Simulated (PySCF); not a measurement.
# One molecule, several mistakes: BCGeH6Si cation

These are calculations, not measurements. The program is PySCF 2.14.0, an open-source quantum chemistry code, run on an isolated molecule that a program drew, which may never have been made. The molecule is BCGeH6Si cation (charge +1, singlet), drawn as the SMILES string `B[SiH+][CH]=[GeH2]`.

Each row is a Hartree-Fock (HF) and frozen-core CCSD(T) single point in the cc-pV(D+d)Z basis, meant for a local HF minimum. Run 1 is clean. Each other run has one planted mistake out of seven kinds, and not every kind appears here: one electron removed, one electron added, multiplicity raised by two, geometry at a saddle point, minimal basis STO-3G, one bond length entered in bohr, all coordinates scaled. The reference is restricted for singlets and unrestricted otherwise, and also for a bond in bohr. Adding or removing an electron swaps singlet and doublet. Electrons count all cores. HOMO and LUMO are orbital energies over both spins, the gradient is its largest component, and the lowest frequency (negative if imaginary) is given only where the gradient is small. Bond lengths are over the 9 bonds as drawn. T1 is the CCSD diagnostic: over 0.02 (restricted) or 0.045 (unrestricted) a single reference is doubtful. Germanium has the cc-pVDZ-PP basis, with a core potential (ECP10MDF) in place of its 10 inner electrons, and its 3s, 3p and 3d shells are frozen in CCSD(T).

Geometry of the clean run:
```xyz
10
BCGeH6Si cation, angstrom
B     0.0622    0.5927   -0.8911
Si    0.0206    0.2257    1.1115
C     1.1556   -0.7504    2.0156
Ge    2.5832   -1.6218    1.3218
H     0.6398    1.5534   -1.2952
H    -0.5111   -0.1432   -1.6324
H    -1.0742    0.8452    1.8729
H     1.0041   -0.8528    3.0866
H     2.8868   -1.5464   -0.1613
H     3.5230   -2.4499    2.1657
```

| run | electrons | basis functions | <S^2> | HOMO (eV) | LUMO (eV) | gradient (hartree/bohr) | lowest frequency (cm^-1) | mean bond (Å) | longest bond (Å) | T1 | HF (hartree) | CCSD(T) (hartree) | mistake |
|---|---|---|---|---|---|---|---|---|---|---|---|---|---|
| 1 | 62 | 104 | 0.000 | -14.42 | -4.52 | 9.1e-06 | 60 | 1.5069 | 2.036 | 0.0139 | -648.03483 | -648.48588 | no fault |
| 2 | 62 | 104 | 0.913 | -13.08 | -4.83 | 8.6e-03 | - | 1.7082 | 3.848 | 0.0346 | -647.92863 | -648.35938 | one bond length entered in bohr |
| 3 | 63 | 104 | 1.034 | -6.25 | 1.02 | 2.1e-02 | - | 1.5069 | 2.036 | 0.0328 | -648.23296 | -648.69892 | one electron added |
| 4 | 62 | 104 | 0.000 | -14.81 | -4.46 | 2.9e-02 | - | 1.4572 | 1.969 | 0.0131 | -648.02364 | -648.46916 | ? |

**Which mistake was planted in run 4, and what did it cost?**

The mean and the longest bond both change by the same factor, 0.967, and the gradient is no longer small. So the mistake is: all coordinates scaled. Subtracting run 1 and multiplying by 627.51 kcal/mol a hartree, the energy moved by 7.0 kcal/mol in HF and 10.5 kcal/mol in CCSD(T).

